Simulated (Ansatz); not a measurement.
`C=C=C` and `BNC=C=C` differ in one atom or group.

Ansatz, PBE0-D4/def2-TZVP geometries, multiplicity 1. Each molecule was computed in one conformer, which needn't be the lowest.

```tsv
property	`C=C=C`
LUMO energy (PBE/def2-TZVPP) / eV	-0.70
size of the dipole moment (ωB97M-V/def2-TZVPP) / D	0.00
zero-point energy (PBE0-D4/def2-TZVP) / kJ/mol	144.9
ideal-gas entropy at 298 K and 1 bar (rigid rotor, harmonic PBE0-D4/def2-TZVP) / J/(mol·K)	242
LUMO energy (PBE0/def2-TZVPP) / eV	0.32
HOMO energy (PBE/def2-TZVPP) / eV	-6.55
```

(1) Give the same properties after the change, and the shifts. (An estimate is asked.)

Results:

(1) The calculation gave: 
```
                                                                                  property  `BNC=C=C`  shift
                                                         LUMO energy (PBE/def2-TZVPP) / eV      -1.36  -0.66
                                        size of the dipole moment (ωB97M-V/def2-TZVPP) / D       1.47   1.47
                                            zero-point energy (PBE0-D4/def2-TZVP) / kJ/mol      226.2   81.3
ideal-gas entropy at 298 K and 1 bar (rigid rotor, harmonic PBE0-D4/def2-TZVP) / J/(mol·K)        310     68
                                                        LUMO energy (PBE0/def2-TZVPP) / eV      -0.41  -0.73
                                                         HOMO energy (PBE/def2-TZVPP) / eV      -5.69   0.86
```

With PBE0 the HOMO rises by 1.00 eV and the LUMO falls by 0.73 eV, so the gap narrows by about 1.73 eV. PBE moves the HOMO by 0.86 eV and ωB97M-V by 1.11 eV. The zero-point energy changes by 81.3 kJ/mol with +12 modes.
